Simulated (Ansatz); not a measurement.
B₅H₃, relaxed as a singlet with RKS PBE-D4/def2-SVP in Ansatz, starting from the GFN2-xTB geometry. Force threshold 0.02 eV/Å.

The structure comes from a short search, and lower isomers may exist.

Start:

```xyz
8

B     1.566    0.807   -0.887
B     1.126    0.067    0.354
B    -1.374   -1.095    1.532
B    -0.091    0.360   -0.743
B    -0.280   -0.447    0.742
H    -2.223   -1.593    2.143
H    -0.979    0.544   -1.488
H     2.255    1.357   -1.652
```

```json
{"step": "1", "energy (eV)": "-3417.2541", "largest force component (eV/Å)": "1.168", "SCF passes": "28"}
{"step": "2", "energy (eV)": "-3417.3955", "largest force component (eV/Å)": "0.421", "SCF passes": "33"}
{"step": "3", "energy (eV)": "-3417.4186", "largest force component (eV/Å)": "0.171", "SCF passes": "32"}
{"step": "4", "energy (eV)": "-3417.4383", "largest force component (eV/Å)": "0.115", "SCF passes": "32"}
{"step": "5", "energy (eV)": "-3417.4738", "largest force component (eV/Å)": "0.208", "SCF passes": "37"}
{"step": "6", "energy (eV)": "-3417.5230", "largest force component (eV/Å)": "0.458", "SCF passes": "37"}
{"step": "7", "energy (eV)": "-3417.6149", "largest force component (eV/Å)": "0.549", "SCF passes": "37"}
{"step": "8", "energy (eV)": "-3417.7965", "largest force component (eV/Å)": "0.672", "SCF passes": "38"}
{"step": "9", "energy (eV)": "-3418.0203", "largest force component (eV/Å)": "0.728", "SCF passes": "30"}
{"step": "10", "energy (eV)": "-3418.1539", "largest force component (eV/Å)": "1.856", "SCF passes": "30"}
{"step": "11", "energy (eV)": "-3418.1960", "largest force component (eV/Å)": "0.508", "SCF passes": "31"}
{"step": "12", "energy (eV)": "-3418.2255", "largest force component (eV/Å)": "0.263", "SCF passes": "30"}
{"step": "13", "energy (eV)": "-3418.2287", "largest force component (eV/Å)": "0.069", "SCF passes": "31"}
{"step": "14", "energy (eV)": "-3418.2290", "largest force component (eV/Å)": "0.017", "SCF passes": "25"}
```

Force components are those of the run's own axes.

End:

Cartesian coordinates in Å:
```
B 1.3327 0.7531 -0.8832
B 1.4554 0.0763 0.5121
B -1.1661 -0.7999 1.0581
B -0.1415 0.0440 -0.1511
B 0.3448 -0.6131 1.3716
H -2.3375 -1.0579 1.0279
H -0.9737 0.2825 -1.0031
H 1.4859 1.3151 -1.9324
```

Bonds formed: B3–B4 (atoms count from 1). The end is the same structure that another start reached.

No frequencies were taken in this run, so the end may be a saddle point.

Run time 10 s (4 threads of Intel Xeon on a shared host).
